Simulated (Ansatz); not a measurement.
A nudged elastic band was laid between two geometries of FH + H2O + H5NSn (12 atoms, charge 0, multiplicity 1).

These are results of RKS BHLYP-D4/def2-SVP (Ansatz 0.2.0), not measurements.

```
movable images  : 7
climbing image  : yes
spring          : 5.0 eV/Å²
optimiser       : quadratic models (default)
start path      : through a guess of the saddle point
force threshold : 0.03 eV/Å
iteration limit : 39
end points      : relaxed
```

First end point:

```xyz
12
Properties=species:S:1:pos:R:3
Sn -1.017 0.845 0.697
N -0.040 -1.008 0.739
H -2.259 0.824 -0.459
H -1.733 0.889 2.263
H 0.117 2.094 0.584
H 1.232 0.242 -1.369
O 0.376 0.532 -1.715
H 1.424 -0.782 0.282
F 2.252 -0.536 -0.180
H -0.161 -1.481 1.626
H -0.410 -1.624 0.026
H 0.219 0.004 -2.494
```

Last end point:

```xyz
12
Properties=species:S:1:pos:R:3
Sn -1.052 0.964 0.199
N 0.364 -1.010 1.036
H -1.856 2.186 -0.742
H -2.293 -0.013 0.837
H -0.033 1.798 1.278
H 1.346 -0.270 -1.302
O -0.095 0.172 -1.416
H 1.239 -0.988 0.515
F 2.220 -0.561 -1.037
H 0.577 -0.992 2.025
H -0.076 -1.899 0.835
H -0.341 0.611 -2.228
```

**Question.** What changes between the two ends?

**Answer.** Bonds broken: H6–O7, H8–F9. Bonds formed: Sn1–O7, N2–H8, H6–F9. FH + H2O + H5NSn becomes FH + H7NOSn.

**Question.** Give the energies along the band, and the barrier.

**Answer.** It converged. The highest image is number 4 of 0 to 8, 25.7 kJ/mol above the first end and 52.9 kJ/mol above the last; the last end lies 27.2 kJ/mol below the first. A vibrational analysis at the climbing image gives one clearly imaginary mode, 264i cm⁻¹: a first-order saddle point. The orbitals stay closed-shell, which can raise the energy where a bond breaks towards radicals; this wasn't checked here.

```json
{"image": "0", "path coordinate (Å)": "0.00", "energy (kJ/mol)": "0.0", "H6–O7 (Å)": "0.97", "H8–F9 (Å)": "0.98", "Sn1–O7 (Å)": "2.80"}
{"image": "1", "path coordinate (Å)": "0.42", "energy (kJ/mol)": "0.4", "H6–O7 (Å)": "0.97", "H8–F9 (Å)": "0.98", "Sn1–O7 (Å)": "2.77"}
{"image": "2", "path coordinate (Å)": "0.84", "energy (kJ/mol)": "1.5", "H6–O7 (Å)": "0.97", "H8–F9 (Å)": "0.98", "Sn1–O7 (Å)": "2.72"}
{"image": "3", "path coordinate (Å)": "1.26", "energy (kJ/mol)": "11.3", "H6–O7 (Å)": "0.99", "H8–F9 (Å)": "1.05", "Sn1–O7 (Å)": "2.49"}
{"image": "4", "path coordinate (Å)": "1.68", "energy (kJ/mol)": "25.7", "H6–O7 (Å)": "1.10", "H8–F9 (Å)": "1.40", "Sn1–O7 (Å)": "2.30"}
{"image": "5", "path coordinate (Å)": "2.40", "energy (kJ/mol)": "8.5", "H6–O7 (Å)": "1.40", "H8–F9 (Å)": "1.73", "Sn1–O7 (Å)": "2.11"}
{"image": "6", "path coordinate (Å)": "3.12", "energy (kJ/mol)": "-7.7", "H6–O7 (Å)": "1.49", "H8–F9 (Å)": "1.84", "Sn1–O7 (Å)": "2.07"}
{"image": "7", "path coordinate (Å)": "3.83", "energy (kJ/mol)": "-22.4", "H6–O7 (Å)": "1.52", "H8–F9 (Å)": "1.89", "Sn1–O7 (Å)": "2.05"}
{"image": "8", "path coordinate (Å)": "4.55", "energy (kJ/mol)": "-27.2", "H6–O7 (Å)": "1.51", "H8–F9 (Å)": "1.89", "Sn1–O7 (Å)": "2.04"}
```

**Question.** What is the geometry of the highest image?

**Answer.** 
```xyz
12
Properties=species:S:1:pos:R:3
Sn -0.933 0.904 0.418
N 0.108 -1.023 0.769
H -2.175 0.888 -0.751
H -1.803 0.628 1.909
H 0.056 2.243 0.724
H 1.300 0.064 -1.177
O 0.409 0.653 -1.429
H 1.063 -0.995 0.244
F 2.115 -0.696 -0.633
H 0.243 -1.188 1.759
H -0.423 -1.808 0.412
H 0.038 0.331 -2.247
```

**Question.** What are the harmonic wavenumbers there?

**Answer.** 264i, 42, 181, 229, 321, 358, 394, 441, 506, 540, 610, 680, 710, 785, 826, 854, 920, 1239, 1469, 1515, 1682, 1724, 1766, 1836, 1974, 2029, 2477, 3617, 3696, 4019 cm⁻¹.

Time of the run: 10 min on 2 threads of Intel(R) Xeon(R) Platinum 8259CL CPU @ 2.50GHz (Skylake/Cascade Lake), on a shared host, peak memory 0.27 GiB.
